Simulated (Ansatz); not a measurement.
Frontier orbitals of C₂H₃Cl₃Ge, SMILES `C=[CH][Ge]([Cl])([Cl])[Cl]`.

Total charge 0; spin multiplicity 1. Correlated methods include outer-core shells of Ge, which these sets cover unevenly. Scalar relativity is left out up to krypton. All single points use the PBE0-D4/def2-TZVP geometry. It is one conformer, not always the lowest. Basis def2-TZVPP, Ansatz.

```json
{"functional": "PBE", "HOMO (eV)": "-7.65", "LUMO (eV)": "-2.31", "gap (eV)": "5.34"}
{"functional": "r2SCAN", "HOMO (eV)": "-7.94", "LUMO (eV)": "-2.13", "gap (eV)": "5.81"}
{"functional": "PBE0", "HOMO (eV)": "-8.89", "LUMO (eV)": "-1.33", "gap (eV)": "7.56"}
{"functional": "r2SCAN0", "HOMO (eV)": "-9.06", "LUMO (eV)": "-1.24", "gap (eV)": "7.82"}
{"functional": "BHLYP", "HOMO (eV)": "-9.87", "LUMO (eV)": "-0.23", "gap (eV)": "9.64"}
{"functional": "LC-ωPBE", "HOMO (eV)": "-11.70", "LUMO (eV)": "0.97", "gap (eV)": "12.67"}
{"functional": "ωB97M-V", "HOMO (eV)": "-11.14", "LUMO (eV)": "0.79", "gap (eV)": "11.93"}
{"functional": "HF", "HOMO (eV)": "-11.37", "LUMO (eV)": "2.46", "gap (eV)": "13.83"}
```

A quarter of exact exchange (PBE0) shifts PBE's HOMO by −1.23 eV and its LUMO by +0.98 eV; full exchange at long range (ωB97M-V) shifts them by −3.48 and +3.10 eV. The gap opens from 5.35 to 11.93 eV, since occupied levels lose self-interaction and empty ones feel all the electrons. A positive LUMO is unbound and depends on the basis.

LC-ωPBE has ω = 0.4 bohr⁻¹.
